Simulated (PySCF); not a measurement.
B(Cl)2(Et) (C₂H₅BCl₂), SMILES C(C)B(Cl)Cl.

Geometry optimised at B3LYP-D3(BJ)/def2-SVP. The values are those of a single conformer.

Level of theory: TDA-B3LYP/def2-SVPD (PySCF 2.14.0).

Vertical excitations.  State labels are in the subgroup Cs.

Computed UV-visible absorptions:
| state | symmetry | energy (eV) | λ (nm) | f | main pairs |
|---|---|---|---|---|---|
| S1 | A" | 5.88 | 211 | 0.000 | HOMO→LUMO 99 % |
| S2 | A" | 5.94 | 209 | 0.000 | HOMO−1→LUMO 99 % |
| S3 | A' | 6.98 | 178 | 0.127 | HOMO−2→LUMO 92 % |
| S4 | A" | 7.35 | 169 | 0.002 | HOMO−4→LUMO 98 % |
| S5 | A' | 7.39 | 168 | 0.093 | HOMO−3→LUMO 93 % |
| S6 | A' | 7.72 | 161 | 0.075 | HOMO→LUMO+1 95 % |
| S7 | A' | 7.76 | 160 | 0.047 | HOMO−1→LUMO+1 97 % |
| S8 | A" | 7.81 | 159 | 0.000 | HOMO−6→LUMO 99 % |
| S9 | A" | 8.14 | 152 | 0.001 | HOMO−2→LUMO+1 98 % |
| S10 | A' | 8.20 | 151 | 0.034 | HOMO−5→LUMO 91 % |
| T1 | A" | 5.54 | 224 | 0 | HOMO−1→LUMO 64 %, HOMO→LUMO 34 % |
| T2 | A" | 5.73 | 216 | 0 | HOMO→LUMO 65 %, HOMO−1→LUMO 34 % |
| T3 | A' | 6.02 | 206 | 0 | HOMO−2→LUMO 98 % |
| T4 | A' | 6.64 | 187 | 0 | HOMO−3→LUMO 75 %, HOMO−5→LUMO 23 % |
Triplets are in the Tamm–Dancoff approximation.
